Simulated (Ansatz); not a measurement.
`NBC1C=C1` + H–F → `NBF` + `C1=CC1` at 298.15 K and 1 bar (ligand exchange at a B–C bond).

Program: Ansatz. Geometries: PBE0-D4/def2-TZVP. ΔE: electronic, gas phase. CCSD(T)/CBS adds triple-zeta CCSD(T) − MP2 to the extrapolated MP2 energy (def2 sets, frozen cores). This one scheme is used for every species. One conformer a species, not always the lowest.

```
   species  CCSD(T)/CBS energy (Eh)  H − E (kJ/mol)  S (J/(mol·K))
`NBC1C=C1`               -197.21411           246.1          309.9
       H–F               -100.39570            33.5          173.6
     `NBF`               -181.19761           123.9          257.1
  `C1=CC1`               -116.45901           159.0          242.5
```

H − E and S are ideal-gas, rigid-rotor, harmonic terms from PBE0-D4/def2-TZVP, for one conformer and one mirror image of each species. 1 Eh = 2625.50 kJ/mol, R = 8.31446 J/(mol·K).

Question: By hand: ΔE, ΔH, ΔS and ΔG.

Answer: ΔE = (-181.19761) + (-116.45901) − (-197.21411) − (-100.39570) = -0.04681 Eh = -122.9 kJ/mol. Δ(H − E) = 123.9 + 159.0 − 246.1 − 33.5 = 3.3, so ΔH = -119.6 kJ/mol. ΔS = 257.1 + 242.5 − 309.9 − 173.6 = 16.1 J/(mol·K). ΔG = -119.6 − 298.15 × (16.1)/1000 = -124.4 kJ/mol.

Question: By hand: the equilibrium constant, and the temperature at which ΔG would vanish if ΔH and ΔS stayed fixed.

Answer: log₁₀ K = −ΔG/(RT ln 10) = 21.8. ΔH and −TΔS have one sign here, so there is no such temperature.

ΔH outweighs TΔS. A doubt of 5 kJ/mol in ΔE shifts log₁₀ K by 0.9 here. Other conformers and mirror images would add mixing entropy, several J/(mol·K) or more a flexible species. These are equilibria of isolated gas molecules and say nothing of rates. Largest T1 diagnostic: 0.012 (customary marks: 0.02 for closed shells, 0.045 for open ones).
